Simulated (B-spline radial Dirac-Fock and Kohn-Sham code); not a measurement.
**Ag⁶⁺: K-LL lines in intermediate coupling**

System: silver as Ag⁶⁺ in the configuration [Kr] 4d5.

Level of theory: Dirac-Fock (average of configuration) total-energy differences with a finite nucleus, the Breit interaction including its frequency dependence, and self-energy and vacuum-polarisation corrections; an atomic code on a B-spline grid. The two-hole levels come from diagonalising the Coulomb interaction among the jj configurations; intensities are independent-particle Coulomb rates. Kinetic energies are from the vacuum level. No correlation. Open outer shells are spectators and are not coupled to the holes. The rates lack the Breit term, which in heavy atoms raises K-L1L1 and K-L1L2. Labels follow the leading weight; the literature often keeps the label of the LS limit.

```csv
kinetic energy (eV),J,leading jj holes (weight),leading LS term (weight),intensity (%)
17637.2,0,L1L1 (0.99),¹S0 (0.99),7.8
17925.3,1,L1L2 (0.95),¹P1 (0.54),14.3
17957.0,0,L1L2 (1.00),³P0 (1.00),1.0
18091.2,1,L1L3 (0.95),³P1 (0.54),9.8
18132.8,2,L1L3 (1.00),³P2 (1.00),2.8
18190.1,0,L2L2 (0.99),³P0 (0.59),2.8
18370.5,2,L2L3 (1.00),¹D2 (0.72),43.9
18387.1,1,L2L3 (1.00),³P1 (1.00),0.0
18528.2,0,L3L3 (0.99),¹S0 (0.59),2.9
18555.8,2,L3L3 (1.00),³P2 (0.72),14.8
```

The strongest line, by its leading LS label ¹D2, lies at 18370.5 eV. The mean weight of the leading component is 0.99 in jj and 0.77 in LS coupling, so jj labels describe these levels better.

Run: 25 s of CPU time on 1 thread of Intel(R) Xeon(R) 6975P-C (shared host), peak memory 0.42 GiB.

Values without a named source are computed, but for edge energies of neutral atoms, which are taken from tables.
